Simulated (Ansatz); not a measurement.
# AlFHN2Se: where a starting geometry ends

The starting geometry of this gas-phase doublet was optimised with GFN2-xTB; its bonds are those of `[N]=[N][Al]([F])[SeH]`.

```xyz
6

Al   -2.0971   -2.9968   -1.4347
F    -3.5675   -2.8629   -2.1576
N    -0.3503   -5.1220   -2.2143
N    -1.3146   -4.4965   -2.2435
Se   -1.2522   -1.5958    0.2136
H    -0.0322   -2.3757    0.2680
```

Problem. Predict what becomes of its bonds when it is optimised with PBE0-D3(BJ)/def2-SVP.

Solution. It loosens into AlFHSe + N2, which stay close as a complex. Contacts that open: Al1–N4 (1.87 → 2.60 Å).

The energy falls by 0.43 eV over 30 steps:

| step | E − E(last) (eV) |
| --- | --- |
| 1 | 0.430 |
| 4 | 0.362 |
| 7 | 0.298 |
| 11 | 0.156 |
| 14 | 0.122 |
| 17 | 0.049 |
| 20 | 0.008 |
| 24 | 0.000 |
| 27 | 0.000 |
| 30 | 0.000 |

Final geometry (Å):

```xyz
6

Al   -2.4704   -3.1000   -0.7558
F    -3.4382   -2.8661   -2.1006
N    -0.3899   -5.2849   -2.8893
N    -1.0520   -4.6089   -2.3333
Se   -0.7785   -1.5106   -0.4074
H    -0.4849   -2.0792    0.9179
```

No frequencies were run, so the end isn't proven a minimum. Open shells are spin-unrestricted. Run with Ansatz 0.2.0, 2.8 min on 2 threads of Arm Neoverse V1 (shared host).
